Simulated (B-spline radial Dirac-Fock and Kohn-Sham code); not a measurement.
## Kohn-Sham estimates against Dirac-Fock for the levels of La

System: the La atom, configuration 1s2 2s2 2p6 3s2 3p6 3d10 4s2 4p6 4d10 4f1 5s2 5p6 6s2 (not the ground configuration).

The density-functional columns are spherical, spin-unpolarised Dirac-Kohn-Sham results without Breit or QED terms: −ε is minus the orbital energy of the initial state and ΔSCF the difference of two total energies. The reference in the last column comes from Dirac-Fock ΔSCF + Breit + QED. All numbers are from a radial B-spline solver, in eV; a selection of levels is shown. The Kohn-Sham columns are given as differences from the reference. For the 1s level of heavy atoms much of the gap between ΔSCF and the reference is the Breit and QED part, -147.4 eV here; for other levels the error of the functional can be larger.

```csv
level,PBE −ε − DF,PBE ΔSCF − DF,Dirac-Fock
K (1s),-218.9,+176.5,38928.8
L1 (2s),-122.3,-52.2,6276.9
L2 (2p1/2),-92.4,-3.9,5896.7
L3 (2p3/2),-97.5,-16.1,5488.7
M1 (3s),-61.5,-39.4,1372.1
M2 (3p1/2),-49.2,-26.0,1212.1
M3 (3p3/2),-48.6,-26.6,1130.9
M4 (3d3/2),-30.2,-4.8,853.8
M5 (3d5/2),-30.6,-5.6,837.0
N1 (4s),-27.2,-17.9,286.6
N2 (4p1/2),-20.8,-11.8,225.9
N3 (4p3/2),-20.7,-12.0,208.9
N4 (4d3/2),-8.5,-0.4,107.8
N5 (4d5/2),-8.5,-0.5,104.9
O1 (5s),-7.6,-2.8,43.58
O2 (5p1/2),-3.6,+0.8,25.37
O3 (5p3/2),-3.6,+0.7,23.01
P1 (6s),-0.9,+1.2,4.36
```

Values without a named source are computed, but for edge energies of neutral atoms, which are taken from tables.
